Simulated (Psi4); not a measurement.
C₃H₉N, charge -1, doublet, at the geometry of the source list (a state made from the parent by changing its charge; the spin is typed, not shown lowest) (a gas-phase anion, which may not be bound at this level). Base run: CCSD/6-31G run with Psi4.

Psi4 was given this input:
```
memory 2 GB

molecule {
-1 2
  C    -0.61420000    1.11590000    0.56410000
  C    -0.09010000    0.02020000   -0.36040000
  C     1.35060000   -0.34120000   -0.00900000
  N    -0.92020000   -1.16670000   -0.18850000
  H     0.00310000    2.00670000    0.48570000
  H    -0.60020000    0.76100000    1.59070000
  H    -1.63700000    1.37810000    0.30330000
  H    -0.11220000    0.39990000   -1.40170000
  H     1.72360000   -1.11430000   -0.67700000
  H     1.39180000   -0.71630000    1.00970000
  H     1.99300000    0.53090000   -0.09460000
  H    -0.60270000   -1.91270000   -0.79820000
  H    -1.88540000   -0.96140000   -0.42410000
}

set basis 6-31g
set reference uhf

energy('ccsd')
print_variables()
```

The base run was repeated with changes; each row names its change, and settings that it needs were set with it.

```json
[
 {"change": "base", "ΔE vs base (mEh)": "0.000", "MP2 correlation (Eh)": "-0.41449", "basis functions": "54", "core-seconds (rough)": "30", "outcome": "converged"},
 {"change": "method = omp2", "ΔE vs base (mEh)": "41.756", "MP2 correlation (Eh)": "-0.41445", "basis functions": "54", "core-seconds (rough)": "20", "outcome": "converged"},
 {"change": "method = mp2.5", "ΔE vs base (mEh)": "30.284", "MP2 correlation (Eh)": "-0.41445", "basis functions": "54", "core-seconds (rough)": "6", "outcome": "converged"},
 {"change": "method = scs-mp2", "ΔE vs base (mEh)": "45.733", "MP2 correlation (Eh)": "-0.41449", "basis functions": "54", "core-seconds (rough)": "6", "outcome": "converged"},
 {"change": "method = ccsd(t)", "ΔE vs base (mEh)": "-11.688", "MP2 correlation (Eh)": "-0.41449", "basis functions": "54", "core-seconds (rough)": "90", "outcome": "converged"},
 {"change": "method = lccd", "ΔE vs base (mEh)": "-5.358", "MP2 correlation (Eh)": "-0.41449", "basis functions": "54", "core-seconds (rough)": "20", "outcome": "converged"},
 {"change": "freeze_core = on", "ΔE vs base (mEh)": "4.867", "MP2 correlation (Eh)": "-0.40922", "basis functions": "54", "core-seconds (rough)": "20", "outcome": "converged"},
 {"change": "method = cisd", "ΔE vs base (mEh)": "-", "MP2 correlation (Eh)": "-", "basis functions": "-", "core-seconds (rough)": "-", "outcome": "input refused"},
 {"change": "scf_type = pk; mp2_type = conv", "ΔE vs base (mEh)": "0.000", "MP2 correlation (Eh)": "-0.41449", "basis functions": "54", "core-seconds (rough)": "50", "outcome": "converged"},
 {"change": "method = mp3", "ΔE vs base (mEh)": "14.777", "MP2 correlation (Eh)": "-0.41445", "basis functions": "54", "core-seconds (rough)": "6", "outcome": "converged"}
]
```

Open shells are given as the SCF converged; they aren't shown to be the lowest states, and a large step between rows can be another state.

A gas-phase anion may not be bound at this level; its values then depend on the basis.

- method = cisd: ended with `psi4.driver.p4util.exceptions.MissingMethodError: Method=cisd is not available for any derivative level under conditions CI_TYPE=CONV, REFERENCE=UHF, FREEZE_CORE=FALSE, QC_MODULE=(auto). See https://psicode.org/psi4manual/master/introduction.html#ss-cisd. Or d`
